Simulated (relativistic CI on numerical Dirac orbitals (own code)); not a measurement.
**Spin-allowed bands of a d3 ion in an octahedral site, by hand**

Problem. Take Δ = 11350 cm⁻¹ and B = 820 cm⁻¹ for a d3 ion in an octahedral site. Calculate the three spin-allowed bands.

Working.
1. The terms of highest spin are 4F (energy 0) and 4P (15B = 12300 cm⁻¹). Here the F term splits into A2 at −1.2Δ = -13620, T2 at −0.2Δ = -2270 and T1 at +0.6Δ = 6810 cm⁻¹.
2. The two T1 states mix through the element 0.4Δ: H = [[6810, 4540], [4540, 12300]], with roots ½(H₁₁ + H₂₂) ∓ ½√[(H₂₂ − H₁₁)² + 4H₁₂²] = ½(19110) ∓ ½(10611) = 4250 and 14860 cm⁻¹.
3. The ground term is 4A2 at -13620 cm⁻¹.
4. Bands: 4T2 11350 cm⁻¹ (881 nm), 4T1(F) 17870 cm⁻¹ (560 nm), 4T1(P) 28480 cm⁻¹ (351 nm).

Check. Exact diagonalisation of the whole d3 shell with these parameters gives 4T2 11350, 4T1 17870, 4T1 28480 cm⁻¹. The match is exact, since without spin-orbit coupling no other term has this spin. The ratio of the second band to the first, 1.574, depends on Δ/B = 13.8 alone, which is how a Tanabe-Sugano diagram is read.
